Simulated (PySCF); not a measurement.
A structure optimised at B3LYP-D3(BJ)/def2-SVP, used in a PySCF frequency run:

```xyz
12

C      2.1875    -0.8118     1.7594
C      1.0888    -0.6262     1.2869
C     -0.2284    -0.4226     0.7197
C     -0.7621    -1.4306    -0.3321
O     -0.9595    -0.3583    -1.2854
C     -0.3896     0.5804    -0.4499
F     -1.2102     1.6197    -0.2177
F      0.7470     1.0899    -0.9521
H      3.1652    -0.9677     2.1753
H     -0.9714    -0.1982     1.4999
H     -1.7085    -1.9316    -0.0818
H     -0.0175    -2.1582    -0.6862
```

Write its SMILES and formula.

C#C[C@@H]1COC1(F)F, C5H4F2O

What are its rotational constants (standard atomic weights)?

3.3920, 1.7373, 1.4514 GHz
